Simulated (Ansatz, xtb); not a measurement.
# H5NOSi2: which of two structures lies lower

Structure X is `N[Si]O[SiH3]`, a singlet and structure Y is a singlet given by its coordinates. Both are isolated molecules in the gas phase, relaxed with B3LYP-D3(BJ)/def2-SVP; the shapes shown needn't be the lowest conformers.

X (Å):

```yaml
atoms:
  - { symbol: N, position_ang: [-4.5073, -0.4636, 0.0174] }
  - { symbol: O, position_ang: [-2.1067, -1.3978, 0.5281] }
  - { symbol: Si, position_ang: [-3.6071, -1.2404, 1.2719] }
  - { symbol: Si, position_ang: [-1.0332, -1.2199, -0.7235] }
  - { symbol: H, position_ang: [-4.1684, -0.1961, -0.9056] }
  - { symbol: H, position_ang: [-5.4859, -0.2185, 0.1470] }
  - { symbol: H, position_ang: [0.1195, -0.3859, -0.2824] }
  - { symbol: H, position_ang: [-0.5400, -2.5571, -1.1567] }
  - { symbol: H, position_ang: [-1.6827, -0.5511, -1.8944] }
```

Y (Å):

| atom | x (Å) | y (Å) | z (Å) |
| --- | --- | --- | --- |
| N | -0.8612 | 1.8761 | 1.5150 |
| O | 1.3130 | 0.9033 | 1.7116 |
| Si | 0.4407 | 1.5292 | 0.3950 |
| Si | 0.0810 | 1.2190 | 2.8379 |
| H | -1.7814 | 2.2880 | 1.4319 |
| H | 1.1019 | 2.7031 | -0.2398 |
| H | 0.1597 | 0.5128 | -0.6567 |
| H | -0.4500 | -0.0131 | 3.4846 |
| H | 0.4923 | 2.1772 | 3.9014 |

Close contacts (Å): N1–Si3 1.75, N1–Si4 1.75, O2–Si3 1.70, O2–Si4 1.70, Si3–Si4 2.49, N1–H5 1.01, Si3–H6 1.49, Si3–H7 1.49, Si4–H8 1.49, Si4–H9 1.49.

Problem. Which of the two would you expect CCSD(T)/def2-SVP + ΔMP2/def2-TZVPP electronic energies to favour?

Solution. Structure Y; the calculation gives E(Y) − E(X) = −0.784 eV.

Level by level:

```tsv
level	geometry	E(Y) − E(X) (eV)	departure from the last row (eV)	job, with rough time for the two
GFN2-xTB	GFN2-xTB	−0.785	−0.001	optimisation, 0.39 s
HF/STO-3G	GFN2-xTB	−0.555	+0.229	single point, 0.44 s
r2SCAN-D4/def2-SVP	GFN2-xTB	−0.668	+0.116	single point, 4.9 s
B3LYP-D3(BJ)/def2-SVP	B3LYP-D3(BJ)/def2-SVP	−0.500	+0.284	optimisation, 74 s
HF/def2-SVP	B3LYP-D3(BJ)/def2-SVP	−0.643	+0.141	part of the CCSD(T) run
MP2/def2-SVP	B3LYP-D3(BJ)/def2-SVP	−0.759	+0.025	part of the CCSD(T) run
CCSD(T)/def2-SVP	B3LYP-D3(BJ)/def2-SVP	−0.590	+0.194	single point
CCSD(T)/def2-SVP + ΔMP2/def2-TZVPP	B3LYP-D3(BJ)/def2-SVP	−0.784		single point, 22 s
```

The levels shown agree on the order. The largest departure from CCSD(T)/def2-SVP + ΔMP2/def2-TZVPP is that of B3LYP-D3(BJ)/def2-SVP, 0.284 eV. The last row adds to CCSD(T) the change of the MP2 difference between the two basis sets, here −0.194 eV, a large step that makes the value less sure.

With harmonic frequencies from B3LYP-D3(BJ)/def2-SVP (ideal gas, rigid rotor, one conformer each, 298.15 K, 1 atm): on the last row, ΔE + ΔZPE = −0.791 eV. A mode under 50 cm⁻¹ makes harmonic enthalpies and free energies unreliable, so none is given.

The correlated steps freeze 12 core orbitals. Programs: Ansatz 0.2.0, xtb 6.7.1; the last row on 2 threads of Arm Neoverse N1 on a shared host.
